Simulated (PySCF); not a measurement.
Compound: C6H3Cl3.
Structure used (GFN2-xTB), in Å, numbered top down from 1:
```xyz
12
C6H3Cl3 angstrom
C      2.604   -1.159   -0.028
C      1.760   -0.314   -0.126
C      0.749    0.693   -0.236
C      0.099    1.251    1.009
C     -0.636    0.428    0.319
C     -1.858   -0.313    0.088
Cl    -1.499   -2.056   -0.094
Cl    -3.004   -0.100    1.437
Cl    -2.639    0.262   -1.419
H      3.347   -1.895    0.048
H      0.847    1.326   -1.114
H      0.232    1.877    1.856
```

Probes without a nucleus sit at each ring's centroid and 1 Å off its mean plane on both sides; NICS is minus the shielding there, NICSzz its component along the normal. Level: GIAO PBE0/pcSseg-1 (PySCF, non-relativistic, gas phase) on the GFN2-xTB geometry, one conformer.

Ring bond lengths (Å), with Mayer bond orders in brackets: C3–C4 1.511 (0.92), C4–C5 1.302 (1.68), C5–C3 1.515 (0.92).

Q: What do the NICS probes read (ppm)?

A: 
```csv
ring,type,NICS(0),"NICS(1), two faces","NICS(1)zz, two faces",rms pucker (Å),"centre to ring atoms, mean (Å)"
C3–C4–C5,"3-membered carbocycle; formal bonds 1 double, 2 single",-31.7,-6.8 / -8.1,-12.4 / -15.9,0.00,0.83
```

Q: What do they say, and how far can they be read as aromaticity?

A: 
- C3–C4–C5: mean NICS(1)zz -14.2 ppm, shielded. C3 has four or more neighbours, so the value isn't read as a sign of a π ring current. The two faces differ by 3.5 ppm, so no symmetry operation interchanges them. NICS(0) lies 24 ppm below the mean NICS(1).

Q: At the second NICS(1) probe listed for ring C3–C4–C5, 1 Å off the ring, what do the in-plane components average?

A: The isotropic value is a third of the trace: (3 × -8.1 − (-15.9))/2 = -4.2 ppm.

Q: Give the inner angles of the rings and the Hirshfeld charges of the ring atoms.

A: 
- C3–C4–C5: C3 51.0° (-0.026 e), C4 64.7° (-0.012 e), C5 64.4° (-0.031 e); sum 180.0° against 180° for a flat convex ring.

Q: How shielded are the nuclei of the rings and their hydrogens (means over atoms taken as equivalent)?

A: 
| atoms | environment | σ isotropic (ppm) |
| --- | --- | --- |
| C3 | allylic carbon | 167.2 |
| C4 | alkene CH carbon | 69.5 |
| C5 | fully substituted alkene carbon | 54.6 |
| H11 | methine hydrogen | 28.94 |
| H12 | vinylic hydrogen | 24.57 |
